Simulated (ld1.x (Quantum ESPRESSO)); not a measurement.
## What the settings do to the ultrasoft potential of gallium (Ga)

Base potential:

```json
{
  "Element": "gallium",
  "Generator": "ld1.x (Quantum ESPRESSO) 7.5",
  "Type": "ultrasoft",
  "Functional": "LDA (PZ)",
  "Relativity": "scalar-relativistic",
  "Frozen core": "[Ar] 3d10",
  "Valence charge": "3",
  "Reference configuration": "4s1 4p2",
  "Partial waves": "4s (bound): rcut 1.55, rcutus 2.00 bohr; 4s channel at 0.15 Ry: rcut 1.55, rcutus 2.00 bohr; 4p (bound): rcut 2.05, rcutus 2.30 bohr; 4p channel at 2.15 Ry: rcut 2.05, rcutus 2.30 bohr; 4d channel at 0.15 Ry: rcut 1.50, rcutus 1.85 bohr",
  "Local potential": "all-electron potential smoothed inside 1.80 bohr (lloc = -2)",
  "Core correction": "a·sin(br)/r model core inside 1.15 bohr",
  "Augmentation charge": "PSQ, inside the norm-conserving radii"
}
```

Cutoffs, loose and tight: the cutoffs (Ry, on a coarse ladder) from which the occupation-weighted sum of valence levels, in a spherical-Bessel basis at the reference potential, stays within 10 and 1 mRy of its value at 400 Ry. They do not see the model core or the augmentation charge, which bear on the density cutoff. Test errors are all-electron minus pseudo excitation energies from the reference, over the configurations 4s2 4p1; 4s2 4p0; 4s1 4p0; 4s0 4p3; 4s2 4p1.3; 4s1 4p1; 4s2 4p0.5 (two spin-polarised tests are not counted in the largest error). A dash means not determined; rows that change the core or the reference have their own tests.

| change | outcome | cutoff, loose | cutoff, tight | bound ghosts | largest test error (meV) |
| --- | --- | --- | --- | --- | --- |
| base | generated | 6 Ry | 10 Ry | none | -98 |
| core correction a·sin(br)/r model core inside 0.84 bohr | generated | 6 Ry | 10 Ry | none | -98 |
| core correction a·sin(br)/r model core inside 1.14 bohr | generated | 6 Ry | 10 Ry | none | -98 |
| core correction a·sin(br)/r model core inside 1.34 bohr | generated | 6 Ry | 10 Ry | none | -97 |
| core correction a·sin(br)/r model core inside 1.62 bohr | generated | 6 Ry | 10 Ry | none | -95 |

**Question.** What comes out with this change to the base: core correction a·sin(br)/r model core inside 1.96 bohr?

**Answer.** outcome: generated; cutoff, loose: 6 Ry; cutoff, tight: 10 Ry; bound ghosts: none; largest test error (meV): -84.

**Question.** What comes out with this change to the base: core correction none?

**Answer.** outcome: generated; cutoff, loose: 6 Ry; cutoff, tight: 10 Ry; bound ghosts: none; largest test error (meV): +83.

**Question.** What comes out with this change to the base: core correction a·sin(br)/r model core inside 2.14 bohr?

**Answer.** outcome: generated; cutoff, loose: 6 Ry; cutoff, tight: 10 Ry; bound ghosts: none; largest test error (meV): -72.
